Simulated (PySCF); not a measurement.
This script is equivalent to a calculation on Ne⁺ (neon, charge +1).

```python
from pyscf import gto, scf, dft, mp, cc
import basis_set_exchange as bse
mol = gto.M(atom="Ne 0 0 0", charge=1, spin=1, symmetry="D2h",
            basis=gto.basis.parse(bse.get_basis("Sapporo-DZP-2012", elements=["Ne"], fmt="nwchem", header=False)),
            nucmod="G")
mf = scf.UHF(mol).sfx2c1e()
mf.irrep_nelec = {'Ag': (2, 2), 'B1u': (1, 1), 'B2u': (1, 1), 'B3u': (1, 0)}
mf.kernel()
```

(1) What total energy does it give?

(2) Which occupied shell lies highest, and where?

(3) What is ⟨S²⟩, and what would a pure spin state give?

Results:

(1) -127.88725 hartree (calculated).

(2) 2p β, at -42.154 eV.

(3) 0.752, against 0.75.
